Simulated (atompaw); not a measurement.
## germanium (Ge): from the effect back to the setting (PAW (atompaw))

Base potential:

Ge, PAW, made with atompaw 4.2.0.5 (PBEsol, scalar-relativistic). Core [Ar], reference 3d10 4s2 4p2. Waves: 4s (bound): rc 2.45 bohr; 4s channel at -0.05 Ry: rc 1.95 bohr; 4p (bound): rc 2.45 bohr; 4p channel at 0.75 Ry: rc 2.45 bohr; 3d (bound): rc 1.35 bohr; 3d channel at 0.05 Ry: rc 1.35 bohr. Local part: ultrasoft scheme with l = 3 at 0 Ry, radius 2.00 bohr. Core correction: smooth core density matched at 2.25 bohr. Augmentation charge: sinc compensation charge, radius 1.85 bohr; PAW radius 2.45 bohr; waves and projectors: custom rrkj vanderbiltortho.

Cutoffs, loose and tight: the cutoffs (Ry, on a coarse ladder) from which the occupation-weighted sum of valence levels, in a spherical-Bessel basis at the reference potential, stays within 10 and 1 mRy of its value at 400 Ry. They see the waves, projectors and local potential, not the compensation charge or the core.

Only the scale of all radii (base = 1) is moved:

```tsv
scale of all radii (base = 1)	cutoff, loose	cutoff, tight	bound ghosts
0.78	140 Ry	230 Ry	none
0.85	120 Ry	180 Ry	none
0.91	100 Ry	160 Ry	none
1.04	60 Ry	100 Ry	none
1.13	50 Ry	80 Ry	none
1.21	40 Ry	70 Ry	none
1.29	35 Ry	60 Ry	none
```

Q: One more run gave cutoff, loose: 70 Ry; cutoff, tight: 140 Ry; bound ghosts: none. Which value of the scale of all radii (base = 1) was used?

A: 0.99. The loose cutoff moves one way along this sweep, from 140 Ry at 0.78 to 35 Ry at 1.29, which places the run between 0.91 and 1.04.
